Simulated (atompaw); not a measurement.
# u(r) = r·R(r): atom against pseudo-atom (arsenic)

Columns: radius, all-electron u(r) and pseudo u(r) of the 4s shell (level -14.50 eV) of arsenic in the configuration [Ar] 3d10 4s2 4p3; PBEsol, scalar-relativistic, PAW (atompaw) scheme, atompaw 4.2.0.5.

```tsv
r (bohr)	all-electron	pseudo
0.067	0.0445	0.0511
0.135	0.2329	0.1027
0.202	0.1207	0.1533
0.269	-0.0913	0.2033
0.337	-0.2697	0.2533
0.404	-0.3621	0.3017
0.471	-0.3733	0.3490
0.538	-0.3218	0.3951
0.606	-0.2277	0.4403
0.673	-0.1122	0.4831
0.740	0.0123	0.5241
0.808	0.1381	0.5635
0.875	0.2554	0.6001
0.942	0.3623	0.6342
1.010	0.4584	0.6660
1.077	0.5399	0.6945
1.144	0.6087	0.7200
1.212	0.6658	0.7425
1.279	0.7107	0.7613
1.346	0.7451	0.7766
1.413	0.7702	0.7882
1.481	0.7871	0.7962
1.548	0.7964	0.8003
1.615	0.7993	0.8005
1.683	0.7966	0.7967
1.750	0.7892	0.7892
```

(1) How many radial nodes do the two functions have?

(2) Is the pseudo-wave norm-conserving?

Answers

(1) The all-electron 4s function has n − l − 1 = 3 (the table is too coarse to show those close to the nucleus); the pseudo-wave has 0, since the states of the same l below it are removed with the core.

(2) No, it belongs to a PAW set: the norm inside the radius is not constrained, and the difference is carried by the augmentation charge.
